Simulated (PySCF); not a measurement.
Level of theory: TPSSh-D3(BJ)/def2-TZVP // r2SCAN-D4/def2-SVP (PySCF). All species are isolated molecules in the gas phase. 

Reference species: [Zn(Br)2] (neutral, multiplicity 1).

charge on the central atom (meta-Löwdin): 1.18 e
coordination number: 2
HOMO: -7.91 eV
HOMO–LUMO gap: 5.78 eV

Changed species: [Zn(Cl)(Br)] (1 of 2 Cl replaced by Br; the reference has 2 of 2 Cl replaced by Br).

What does the change do to the charge on the central atom (meta-Löwdin), coordination number, HOMO and HOMO–LUMO gap?

the charge on the central atom (meta-Löwdin) goes up by 0.03 e, to 1.21 e; the coordination number is nearly the same; the HOMO falls by 0.16 eV, to -8.07 eV; the HOMO–LUMO gap rises by 0.19 eV, to 5.97 eV.
